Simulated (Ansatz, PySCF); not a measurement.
Gas-phase reaction (SMILES): [NH2][Al]([Cl])[Cl] + [H][H] (H2) -> [Cl][AlH][Cl] + N (NH3); hydrogen cleaves one Al-N bond, a model of a ligand-exchange step.

Geometries: B3LYP-D3(BJ)/def2-TZVP minima from Ansatz (a first-principles code), one conformer each, not searched for the lowest. Cores are frozen in the correlated levels unless marked. Spin-orbit coupling is left out. Non-relativistic. CBS marks a two-point X^-3 extrapolation of the correlation energy; Hartree-Fock from the larger set (for Q and 5 zeta extrapolated as (X+1)exp(-9√X)). Thermal terms are rigid-rotor harmonic-oscillator values from B3LYP-D3(BJ) frequencies (Ansatz or PySCF) at 298.15 K and 1 atm. 1 Eh = 627.5095 kcal/mol.

| species | E, CCSD(T)/CBS(cc-pV(Q+d)Z,cc-pV(5+d)Z) (Ansatz) (Eh) | E, PBE-D3(BJ)/def2-TZVPD (Ansatz + dftd3) (Eh) | H - E (Eh) |
|---|---|---|---|
| [NH2][Al]([Cl])[Cl] | -1217.65884 | -1218.45842 | 0.03578 |
| [H][H] (H2) | -1.17453 | -1.16598 | 0.01336 |
| [Cl][AlH][Cl] | -1162.29931 | -1163.08725 | 0.01512 |
| N (NH3) | -56.50471 | -56.51114 | 0.03799 |

**Question.** Work out ΔE and ΔH at 298.15 K at the first level, then ΔH at the second.

**Answer.** 
1. ΔE = [(-1162.29931) + (-56.50471)] - [(-1217.65884) + (-1.17453)] = 0.02935 Eh = 18.4 kcal/mol at CCSD(T)/CBS(cc-pV(Q+d)Z,cc-pV(5+d)Z).
2. The terms H - E add up to 0.00397 Eh, so ΔH = (0.02935 + (0.00397))×627.5095 = 20.9 kcal/mol.
3. At PBE-D3(BJ)/def2-TZVPD the same steps give ΔE = 16.3 and ΔH = 18.8 kcal/mol, a shift of -2.1 from the first level.
4. These values are not checked against measurement here, since the tables used lack a sound gas-phase enthalpy of formation for at least one species.
